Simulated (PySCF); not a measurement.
SMILES C[O][Ti]([O]C)([O]C)[O]C (C₄H₁₂O₄Ti), GFN2-xTB optimised geometry.

```
21

Ti    -0.46    -0.19     0.00
O     -0.98    -0.93     1.49
C     -0.69    -2.27     1.75
H      0.40    -2.43     1.75
H     -1.09    -2.54     2.74
H     -1.15    -2.92     0.99
O     -1.18     1.38     0.00
C     -1.34     2.27     1.06
H     -0.45     2.92     1.16
H     -2.22     2.90     0.89
H     -1.48     1.71     2.01
O     -1.01    -1.15    -1.34
C     -2.29    -1.01    -1.87
H     -2.45     0.01    -2.24
H     -2.41    -1.71    -2.71
H     -3.05    -1.25    -1.10
O      1.27    -0.19     0.00
C      2.04     0.60     0.86
H      1.58     0.64     1.86
H      3.05     0.16     0.95
H      2.14     1.62     0.46
```

Density from B3LYP/def2-SVP in PySCF at that geometry.

Minimum of the electron density along straight lines between bonded atoms, close to the bond critical point (lines longer than 1.1 times the sum of covalent radii, or with two minima, are not listed):

| bond | length / Å | ρ at the minimum / e bohr⁻³ | ∇²ρ there / e bohr⁻⁵ | position (fraction from the first atom) |
|---|---|---|---|---|
| Ti1–O2 | 1.746 | 0.176 | 0.86 | 0.51 |
| O2–C3 | 1.396 | 0.261 | -0.39 | 0.66 |
| C3–H4 | 1.105 | 0.275 | -1.02 | 0.63 |
| C3–H5 | 1.101 | 0.277 | -1.03 | 0.63 |
| C3–H6 | 1.104 | 0.276 | -1.02 | 0.63 |
| Ti1–O7 | 1.725 | 0.181 | 0.94 | 0.51 |
| O7–C8 | 1.391 | 0.261 | (withheld) | 0.66 |
| C8–H9 | 1.103 | 0.276 | -1.02 | 0.63 |
| C8–H10 | 1.101 | 0.277 | -1.04 | 0.64 |
| C8–H11 | 1.105 | 0.276 | -1.03 | 0.64 |
| Ti1–O12 | 1.735 | 0.180 | 0.89 | 0.51 |
| O12–C13 | 1.392 | 0.264 | -0.38 | 0.66 |
| C13–H14 | 1.103 | 0.276 | -1.03 | 0.63 |
| C13–H15 | 1.101 | 0.277 | -1.04 | 0.63 |
| C13–H16 | 1.105 | 0.275 | -1.01 | 0.63 |
| Ti1–O17 | 1.736 | 0.179 | 0.90 | 0.51 |
| O17–C18 | 1.391 | 0.265 | -0.39 | 0.66 |
| C18–H19 | 1.107 | 0.273 | -1.00 | 0.63 |
| C18–H20 | 1.101 | 0.277 | -1.04 | 0.64 |
| C18–H21 | 1.103 | 0.276 | -1.02 | 0.63 |

Question: What belongs in the gaps?

Answer: 
- O7–C8, ∇²ρ there / e bohr⁻⁵: -0.32
